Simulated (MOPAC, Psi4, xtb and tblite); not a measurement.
Relaxed torsion scan: SMILES [GeH3][SiH2][GeH3]. Scanned: dihedral H4–Ge1–Si2–Ge3; all other coordinates were relaxed at GFN2-xTB. GFN2-xTB can order the conformers of Si and Ge chains otherwise than DFT does. Heavy atoms are numbered in the order of the SMILES [GeH3][SiH2][GeH3], hydrogens after them in the order of the atoms that carry them; the mirror image has the same energies with the sign of each dihedral reversed.

Levels of theory: PM6, restricted, heats of formation // GFN2-xTB (MOPAC); GFN2-xTB (xtb and tblite); MP2/cc-pVTZ = DF-MP2 (frozen core)/cc-pVTZ // GFN2-xTB (Psi4).

Energies relative to the lowest point of each profile, in kJ/mol:

```
φ / °   PM6  GFN2-xTB
-----  ----  --------
0      0.49      0.23
10     0.48      0.20
20     0.41      0.15
30     0.26      0.09
40     0.11      0.04
50     0.01      0.01
60     0.00      0.00
70     0.04      0.02
80     0.08      0.08
90     0.17      0.14
100    0.34      0.19
110    0.43      0.23
```

Problem. Estimate the MP2/cc-pVTZ values at these points.

Solution. 0: 3.34; 10: 3.13; 20: 2.60; 30: 1.73; 40: 0.87; 50: 0.24; 60: 0.00; 70: 0.19; 80: 0.76; 90: 1.56; 100: 2.45; 110: 3.04 (kJ/mol).
